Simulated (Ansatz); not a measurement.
```yaml
crystal:
  periodic: [false, false, false]
  atoms:
    - {symbol: Pb, position_ang: [-0.547510, -1.652546, 0.315609]}
    - {symbol: Pb, position_ang: [-0.702216, 2.190814, 0.601582]}
    - {symbol: Pb, position_ang: [0.555995, 0.821215, -2.702005]}
    - {symbol: S, position_ang: [1.755265, 1.804211, -0.568574]}
    - {symbol: S, position_ang: [-2.942232, 0.803443, 2.564697]}
    - {symbol: S, position_ang: [1.851574, -0.454539, 0.978010]}
    - {symbol: S, position_ang: [3.202599, -1.502258, -1.199063]}
    - {symbol: S, position_ang: [0.154435, 0.141869, 2.271757]}
    - {symbol: S, position_ang: [-1.630658, 0.334385, -1.194388]}
    - {symbol: S, position_ang: [1.754437, -1.744380, -2.545279]}
    - {symbol: S, position_ang: [-3.451689, -0.742213, 1.477655]}
basis:
  gaussian: {orbitals: def2-TZVP, initial_orbitals: start.molden}
magnetization: {spin_polarized: true, initial_magnetization: 4}
hamiltonian: {xc: pbe0, dispersion: d4}
scf: {omitted_lower_state_checks: [starts]}
output: {orbitals: {seedname: orbitals}}
```

The file start.molden holds the orbitals of an earlier run on this structure, at another level or in another basis.

```sh
$ ansatz run in.yaml --threads 4 --pin off --events-out ev --progress --plain --max-ram 6963MiB
```

(1) Does this run fit into the memory that it is given?

Answers

(1) No. It has 446 basis functions, and Ansatz plans for 9 GiB where 7 GiB are given.
